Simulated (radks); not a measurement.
Results of a calculation; reference values are marked as such.
Question: The xenon ion Xe3+, [Kr] 4d10 5s2 5p3. Level of theory: non-relativistic Kohn-Sham, exchange-only PBE, spin-polarised, spherical densities, point nucleus (a radial shooting solver on a logarithmic mesh with Libxc functionals). Every spin shell is full or empty, so the densities are truly spherical. Functionals are evaluated on that one density, not self-consistently. Rank these exchange functionals by their error against the exact value of the orbitals, and give that value: LDA, revPBE, RPBE, PW91, WC, SOGGA, G96, EV93, APBE, TPSS, revTPSS, SCAN, MVS.

Answer: Exact: -178.117 hartree. From best to worst, with 100 (|E| - |E exact|)/|E exact| (equal figures are ties): PW91 -0.02, MVS +0.06, SCAN +0.14, RPBE -0.25, APBE +0.28, revPBE -0.30, TPSS -0.32, EV93 -0.34, G96 +0.35, WC -0.85, revTPSS -0.94, SOGGA -2.23, LDA -4.73.
